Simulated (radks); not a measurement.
Problem. The mean radii <r> (bohr) of the occupied orbitals of an atom or ion are listed with their occupations. All-electron calculation, scalar-relativistic Kohn-Sham, r2SCAN, spin-unpolarised, spherical densities, finite nucleus; meta-GGA in the generalised Kohn-Sham scheme; Fermi nuclear charge, rms radius of each element as measured or else 0.836 A^(1/3) + 0.57 fm. Program: a radial shooting solver on a logarithmic mesh with Libxc functionals.

| orbital | occ. | <r> |
|---|---|---|
| 1s | 2 | 0.02191 |
| 2s | 2 | 0.09326 |
| 2p | 6 | 0.08238 |
| 3s | 2 | 0.2439 |
| 3p | 6 | 0.2427 |
| 3d | 10 | 0.2211 |
| 4s | 2 | 0.5500 |
| 4p | 6 | 0.5801 |
| 4d | 10 | 0.6234 |
| 5s | 2 | 1.190 |
| 4f | 5 | 0.7179 |
| 5p | 1 | 1.303 |
| 6s | 1 | 2.214 |

Name the element and its charge.

Solution. Z = 64, gadolinium, charge +9: Gd9+ in [Kr] 4d10 4f5 5s2 5p1 6s1. The 1s radius gives Z: for a bare nucleus <r> = (2 gamma + 1)/(2Z) with gamma = sqrt(1 - (Z/c)^2), 0.02163 bohr for Z = 64, and screening makes it slightly larger (0.02191 here). The occupations add up to 55, and the charge is Z minus that.
